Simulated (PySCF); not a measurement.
**How methods differ on the ionisation energy of W⁺**

W⁺ [Xe] 4f14 5d4 6s1 [5d3/2^4 6s1/2^1, M_J = 1/2] → W²⁺ [Xe] 4f14 5d4 [5d3/2^4, M_J = 0], as a difference of total energies. All numbers are calculated (PySCF 2.14, the two-component X2C-1e Hamiltonian, in x2c-TZVPall-2c (11s11p10d2f, 108 functions)). "Screened" scales the spin-orbit matrix elements by Boettger's factors to mimic the two-electron term; Breit and QED terms are absent.

```tsv
method	ionisation energy (eV)
GHF (spin-free)	15.051
GHF (screened spin-orbit)	14.979
```

The spin-free rows relax to the high-spin LS determinant and lack the spin-orbit shift.

Errors of the correlated levels include the incompleteness of this basis and the frozen core.

The labels give the starting determinants; with spin-orbit coupling the two ends relaxed to ⟨J²⟩ = 4.03, ⟨L²⟩ = 5.94, ⟨S²⟩ = 8.62 and ⟨J²⟩ = 2.92, ⟨L²⟩ = 5.77, ⟨S²⟩ = 5.75.

The determinant of W⁺ and of W²⁺ mixes levels of different J (the jj label is only the starting occupation), so the difference between spin-free and spin-orbit rows is not the physical spin-orbit shift.

For comparison: 16.37 ± 0.15 eV (semi-empirical (NIST evaluation); NIST Atomic Spectra Database, ionization energies).
